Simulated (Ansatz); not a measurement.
Ansatz (a first-principles code) input file for 3-bromobuta-1,2-diene (C4H5Br), SMILES C(=C(Br)C)=C, CAM-B3LYP/def2-SVPD. Geometry: B3LYP-D3(BJ)/def2-SVP.

Ansatz 0.2 input:
```yaml
crystal:
  periodic: [false, false, false]
  atoms:
    - {symbol: C, position_ang: [-0.95644519, -2.72713294, 0.00000000]}
    - {symbol: C, position_ang: [-0.22349490, -1.64151966, 0.00000000]}
    - {symbol: C, position_ang: [0.51877043, -0.56572854, -0.00000000]}
    - {symbol: C, position_ang: [2.01704089, -0.49749147, 0.00000000]}
    - {symbol: Br, position_ang: [-0.36521825, 1.15476714, -0.00000000]}
    - {symbol: H, position_ang: [-1.27809338, -3.19985768, -0.93565170]}
    - {symbol: H, position_ang: [-1.27809339, -3.19985767, 0.93565170]}
    - {symbol: H, position_ang: [2.38052348, 0.04284787, -0.88872712]}
    - {symbol: H, position_ang: [2.38052348, 0.04284788, 0.88872712]}
    - {symbol: H, position_ang: [2.44255105, -1.51159464, -0.00000000]}
basis:
  gaussian:
    orbitals: def2-SVPD
hamiltonian:
  xc: {name: CAM-B3LYP}
```

Output:

```
WARN ansatz: RAYON_NUM_THREADS=1 ignored (pool sized by the plan → 1); use --threads N
Functional definition: CAM-B3LYP
integrals: 0.12 GiB planned
1470 factors; their error is unknown
integrals: 0.15 GiB planned
510 factors; integrals over basis functions are off by at most 2.3e-5 eV
mean field: 1.11 GiB planned
mean field evaluation 1: about -74259.8589 eV, gradient 3.9e1 eV
mean field evaluation 2: about -74260.8627 eV, gradient 3.3e1 eV
mean field evaluation 4: about -74263.6241 eV, gradient 1.8e0 eV
mean field evaluation 8: about -74263.6325 eV, gradient 3.1e-2 eV
mean field evaluation 16: about -74263.7079 eV, gradient 8.6e-5 eV
mean field -74263.70793862 eV, -2729.1409289951 hartree, gradient 2.1e-5 eV, S^2 0.000000; 0 other end points of the search recorded, 0 dependent functions left out
reference -74263.70807600 eV, -2729.1409340437 hartree; 32, 32 occupied and 129, 129 virtual orbitals, 1470 factors
Total energy: -74263.70807600 eV, -2729.1409340437 hartree
```

Self-consistency was reached.

Cost: about 5 core-seconds (a rough figure).
